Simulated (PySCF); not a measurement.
**Er(III) with more and more OH**

Computed with PySCF 2.14.0, PBE0, def2-SVP on the ligands, density fitting, scalar-relativistic core potentials, no spin-orbit coupling, vacuum. The metal has lcecp-1-SVP with ECP57. Each complex is relaxed within the symmetry of its template. Distances are means of the shortest metal–ligand contacts, charges and spins Mulliken's; removal energies are rigid, with the ligand's formal charge and no counterpoise, so too large; for an anion taken off a cation in vacuum most of it is the attraction of opposite charges, and multiply charged cations can part far more cheaply with an electron moved from ligand to metal. lcecp potentials hold a fixed number of 4f electrons in the core, out of states, spins and gaps.

**Question.** Order these by the metal–ligand distance, lowest first.
A. Er(OH)3
B. [Er(OH)2]+
C. [Er(OH)4]−

**Answer.** B (1.933), A (2.023), C (2.093).

**Question.** What else do they give?

**Answer.** 
```csv
complex,point group,M–OH (Å),charge on M (e),dipole (D),removal of one OH (eV),"strongest infrared band, degenerate modes summed (cm⁻¹)",unstable modes (below −25 cm⁻¹)
[Er(OH)2]+,C2v,1.933,1.38,–,17.95,3942,0
Er(OH)3,D3h,2.023,1.06,0.02,11.40,376,0
[Er(OH)4]−,S4,2.093,0.78,–,5.77,–,1 (soft)
```

The more ligands, the longer each bond and the weaker the last ligand is held.

Members with unstable modes aren't minima as they stand: saddle points kept by symmetry or, where the modes are soft, flat surfaces and noise. One start shape was tried for each, so a minimum needn't be the lowest isomer.
